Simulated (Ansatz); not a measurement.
`Br[SiH]1CO1` + H–F → `F[SiH]1CO1` + HBr at 700 K and 1 bar (ligand exchange at the Si–Br bond).

Calculated with Ansatz (gas phase, PBE0-D4/def2-TZVP geometries, no zero-point term in ΔE). CBS: MP2 limit from def2 TZ/QZ plus the TZ coupled-cluster correction, frozen cores. This one scheme is used for every species. For Br outer-core shells are correlated without core-valence functions, which leaves a few kJ/mol of doubt a bond. Scalar relativity is left out up to krypton.

```csv
species,CCSD(T)/CBS energy (Eh),H − E (kJ/mol),S (J/(mol·K))
`Br[SiH]1CO1`,-2977.45276,161.4,391.5
H–F,-100.39570,45.2,198.5
`F[SiH]1CO1`,-503.94479,163.2,364.1
HBr,-2573.91920,36.5,223.7
```

H − E and S are ideal-gas, rigid-rotor, harmonic terms from PBE0-D4/def2-TZVP, for one conformer and one mirror image of each species. 1 Eh = 2625.50 kJ/mol, R = 8.31446 J/(mol·K).

Problem. By hand: ΔE, ΔH, ΔS and ΔG.

Solution. ΔE = (-503.94479) + (-2573.91920) − (-2977.45276) − (-100.39570) = -0.01553 Eh = -40.8 kJ/mol. Δ(H − E) = 163.2 + 36.5 − 161.4 − 45.2 = -6.9, so ΔH = -47.7 kJ/mol. ΔS = 364.1 + 223.7 − 391.5 − 198.5 = -2.2 J/(mol·K). ΔG = -47.7 − 700 × (-2.2)/1000 = -46.2 kJ/mol.

Problem. By hand: the equilibrium constant, and the temperature at which ΔG would vanish if ΔH and ΔS stayed fixed.

Solution. log₁₀ K = −ΔG/(RT ln 10) = 3.4. ΔG = 0 at ΔH/ΔS = 21682 K, far beyond where these terms or the molecules hold.

The number of gas molecules stays the same, so ΔS is small and ΔH decides. A doubt of 5 kJ/mol in ΔE shifts log₁₀ K by 0.4 here. Other conformers and mirror images would add mixing entropy, several J/(mol·K) or more a flexible species. These are equilibria of isolated gas molecules and say nothing of rates. Largest T1 diagnostic: 0.013 (customary marks: 0.02 for closed shells, 0.045 for open ones).
